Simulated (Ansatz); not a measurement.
The same path of ClH3Sn + H2 (7 atoms, charge 0, multiplicity 1) was run twice with different band settings. Lost on the way: Sn1–Cl2, H6–H7. Made: Sn1–H6, Cl2–H7.

All numbers below come from RKS PBE0/def2-mTZVP in Ansatz 0.2.0.

Relaxed end points:

```xyz
7
Properties=species:S:1:pos:R:3
Sn 0.466 0.000 -0.118
Cl 0.610 0.000 2.229
H 2.076 0.000 -0.676
H -0.379 1.420 -0.533
H -0.379 -1.420 -0.533
H -3.234 0.000 1.205
H -2.716 0.000 1.742
```

```xyz
7
Properties=species:S:1:pos:R:3
Sn -0.056 0.000 -0.647
Cl -1.845 0.000 3.834
H 1.640 0.000 -0.474
H -0.577 1.403 -1.466
H -0.577 -1.403 -1.466
H -0.758 0.000 0.921
H -1.384 0.000 2.617
```

Common settings: movable images 9; climbing image yes; spring 5.0 eV/Å²; optimiser quadratic models (default); start path through a guess of the saddle point; iteration limit 60; end points relaxed.

| run | force threshold |
| --- | --- |
| 1 | 0.05 eV/Å |
| 2 | 0.5 eV/Å |

Question: What does each run give, and how far can it be trusted?

Answer: Run 1: converged after 16 iterations, highest image 2.059 eV above the first end. A vibrational analysis at the climbing image gives 2 clearly imaginary modes (1080i, 145i cm⁻¹): a point of higher order. A lower path may pass nearby, or the ends, which weren't checked, may share the extra mode.
Run 2: converged after 14 iterations, highest image 2.061 eV above the first end. The threshold of 0.5 eV/Å is loose, so the images may lie well off the minimum-energy path. Another band between the same ends (9 images) ends at a top of the same energy, where a vibrational analysis finds 2 clearly imaginary modes.
The orbitals stay closed-shell, which can raise the energy where a bond breaks towards radicals; this wasn't checked here.
